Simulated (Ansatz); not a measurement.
```yaml
crystal:
  periodic: [false, false, false]
  atoms:
    - {symbol: Cs, position_ang: [1.526805, -0.989921, 1.465468]}
    - {symbol: Cs, position_ang: [-1.006292, 1.431152, -1.636131]}
    - {symbol: F, position_ang: [-0.684807, -0.370290, 0.304589]}
basis:
  gaussian: {orbitals: def2-mTZVP, final_grid: {core_spheres: 8, valence_spheres: 7, degree: 23}}
magnetization: {spin_polarized: true, initial_magnetization: 1}
hamiltonian: {xc: {name: PBEsol}}
scf: {omitted_lower_state_checks: [starts]}
output: {forces: true}
```

```sh
$ ansatz run in.yaml --threads 4 --pin off --events-out ev --progress --plain --max-ram 3916MiB
```

Output, abridged:

```
Functional definition: PBEsol
779 factors; their error is unknown
mean field evaluation 1: about -3798.8728 eV, gradient 3.8e1 eV
mean field evaluation 2: about -3472.4160 eV, gradient 1.3e2 eV
mean field evaluation 4: about -3800.1296 eV, gradient 3.4e1 eV
mean field evaluation 8: about -3804.0099 eV, gradient 2.4e-1 eV
mean field evaluation 16: about -3804.0047 eV, gradient 3.5e-4 eV
mean field -3804.00468950 eV, -139.7945938920 hartree, gradient 3.8e-5 eV, S^2 0.750152; 0 other end points of the search recorded, 0 dependent functions left out
reference -3804.00474592 eV, -139.7945959654 hartree; 14, 13 occupied and 63, 64 virtual orbitals, 779 factors
Total energy: -3804.00474592 eV, -139.7945959654 hartree
Atom 0 at     1.526805    -0.989921     1.465468 Å, force    -0.190647     0.061031    -0.107958 eV/Å
Atom 1 at    -1.006292     1.431152    -1.636131 Å, force     0.060516    -0.286705     0.311067 eV/Å
Atom 2 at    -0.684807    -0.370290     0.304589 Å, force     0.130130     0.225674    -0.203110 eV/Å
Dipole moment:    -0.086365    -0.123686     0.107787 e Å
Checks for a lower state left out: starts
```

Run time 2.5 s (4 threads of AMD EPYC 7571 on a shared host).

In the def2 sets Cs takes a core potential; there is no spin–orbit coupling.
